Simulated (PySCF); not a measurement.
Computed shifts of a molecule C₄H₉NSi, PBE/pcSseg-1 run with PySCF, GIAO, gas phase, equivalent atoms averaged, in ppm (number of nuclei): ¹³C: 164.6 (1), 128.5 (1), 75.9 (1), 30.2 (1). ²⁹Si: -26.3 (1). ¹⁵N: 46.4 (1). ¹H: 6.30 (2), 6.16 (1), 5.99 (1), 5.14 (1), 1.56 (3), 0.59 (1). References: ¹³C against TMS (σ = 182.0 ppm); ²⁹Si against TMS (σ = 335.4 ppm); ¹⁵N against NH3 (σ = 267.0 ppm); ¹H against TMS (σ = 31.49 ppm), references at their B3LYP-D3(BJ)/def2-TZVP geometries, non-relativistic. Coordinates come from a ωB97X-D3(BJ)/def2-SVP optimisation. Other conformers were not sampled.

Problem. Which molecule gave these data?
(A) CN1CC=C[SiH2]1
(B) C[SiH2]CCC#N
(C) C[Si]1(C)C=NC1
(D) C=C1[SiH2]N[C@H]1C

Solution. D, C=C1[SiH2]N[C@H]1C
